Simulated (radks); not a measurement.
The numbers below are computed, except where a source is named.
Species: the xenon ion Xe+. Configuration: [Kr] 4d10 5s2 5p5. Code: a radial shooting solver on a logarithmic mesh with Libxc functionals. Model: scalar-relativistic Kohn-Sham, SCAN, spin-polarised, spherical densities, finite nucleus; open shells are filled with parallel spins first (spin-orbit coupling, left out, can overturn this in heavy ions); meta-GGA in the generalised Kohn-Sham scheme; Fermi nuclear charge, rms radius 4.7859 fm.

Normalised radial functions P(r) = r R(r), r in bohr:

r	4p down	5s up
0.003355	0.0112	0.0679
0.005127	0.0234	0.0898
0.007834	0.0480	0.1113
0.01197	0.0954	0.1227
0.01844	0.1816	0.1060
0.02818	0.3104	0.0398
0.04306	0.4511	-0.0788
0.06579	0.4816	-0.1885
0.1013	0.1930	-0.1430
0.1549	-0.4136	0.1210
0.2366	-0.7354	0.2917
0.3616	-0.0212	-0.0464
0.557	1.1303	-0.4456
0.8511	1.1789	-0.0057
1.301	0.4537	0.7441
1.987	0.0634	0.7732
3.061	0.0025	0.3085
4.678	0.0000	0.0447
7.148	0.0000	0.0016

4p down: eigenvalue -154.77 eV, 2 radial nodes at r = 0.118, 0.364 bohr, <r> = 0.765 bohr, 90 % of the charge inside 1.12 bohr. 5s up: eigenvalue -30.305 eV, 4 radial nodes at r = 0.0330, 0.131, 0.349, 0.854 bohr, <r> = 1.84 bohr, 90 % of the charge inside 2.66 bohr.
